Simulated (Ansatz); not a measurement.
Input for Ansatz (a program for electronic structure):
Ansatz 0.2 input:
```yaml
crystal:
  periodic: [false, false, false]
  atoms:
    - {symbol: F, position_ang: [-1.24683535, 0.25242514, 0.11009263]}
    - {symbol: B, position_ang: [0.20092821, -0.49119948, -0.30936392]}
    - {symbol: O, position_ang: [1.27710964, 0.02302140, 0.06949823]}
basis:
  gaussian:
    orbitals: 6-311G__.json
total_charge: -1
magnetization: {spin_polarized: true, initial_magnetization: 1}
correlation: {method: ccsd_t}
```
The basis file holds 6-311G** in the JSON format of the Basis Set Exchange.

Question: What does this run give for the coupled-cluster correlation energy (without the perturbative part), total energy, SCF-reference <S^2>, MP2 correlation energy, number of basis functions, T1 diagnostic?

Answer: 
coupled-cluster correlation energy (without the perturbative part): -0.4844 Eh
total energy: -199.567549 Ha
SCF-reference <S^2>: 0.765
MP2 correlation energy: -0.4830 Eh
number of basis functions: 54
T1 diagnostic: 0.023

A gas-phase anion may not be bound at this level; its values then depend on the basis.
